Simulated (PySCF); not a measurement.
Computed shifts of a molecule C5H6OSi, PBE/pcSseg-1 in PySCF, GIAO, gas phase, equivalent atoms averaged, in ppm (number of nuclei): ¹³C: 98.8 (2), 90.0 (2), 2.9 (1). ²⁹Si: -42.8 (1). ¹H: 2.48 (2), 1.57 (1), 0.68 (3). References: ¹³C against TMS (σ = 182.0 ppm); ²⁹Si against TMS (σ = 335.4 ppm); ¹⁷O against H2O (σ = 334.3 ppm); ¹H against TMS (σ = 31.49 ppm), references at their B3LYP-D3(BJ)/def2-TZVP geometries, non-relativistic. The structure is a stationary point at PBE0-D3(BJ)/def2-SVP. Other conformers were not sampled.

Question: Identify the compound among the candidates.
(A) C#C[Si](C)(O)C#C
(B) O=C1C=C[SiH2]C=C1
(C) C=C=CC1=C[SiH2]O1
(D) C#C[SiH](C#C)OC

Answer: A, C#C[Si](C)(O)C#C
